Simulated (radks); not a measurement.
Task: In VII, configuration [Kr] 4d7 (the NIST ground configuration). Method: scalar-relativistic Kohn-Sham, SCAN, spin-polarised, spherical densities, finite nucleus; open shells are filled with parallel spins first (spin-orbit coupling, left out, can overturn this in heavy ions); meta-GGA in the generalised Kohn-Sham scheme; Fermi nuclear charge, rms radius 4.6156 fm; computed with a radial shooting solver on a logarithmic mesh with Libxc functionals. Some entries of the table are withheld. Estimate them.

orbital,occ.,eigenvalue (eV),<1/r> (bohr^-1),<r^2> (bohr^2)
1s up,1,-27899.48,51.85,0.001195
1s down,1,-27899.45,51.85,0.001195
2s up,1,-4274.062,11.83,0.01945
2s down,1,-4273.167,11.84,0.01945
2p up,3,-3842.200,11.38,0.01537
2p down,3,-3841.457,11.38,0.01536
3s up,1,-892.8273,4.198,0.1381
3s down,1,-892.4389,4.197,0.1381
3p up,3,-750.2100,3.992,0.1393
3p down,3,-749.7089,3.991,0.1392
3d up,5,(1),3.757,(2)
3d down,5,(3),3.756,(4)
4s up,1,-213.7554,1.652,0.7863
4s down,1,-209.7538,1.655,0.7852
4p up,3,-170.0190,1.515,(5)
4p down,3,-165.9634,1.517,(6)
4d up,5,-104.9689,1.268,1.242
4d down,2,-101.0238,1.263,1.260

Result: 
(1) 3d up eigenvalue (eV): -530.0211
(2) 3d up <r^2> (bohr^2): 0.1247
(3) 3d down eigenvalue (eV): -529.1268
(4) 3d down <r^2> (bohr^2): 0.1246
(5) 4p up <r^2> (bohr^2): 0.9080
(6) 4p down <r^2> (bohr^2): 0.9089
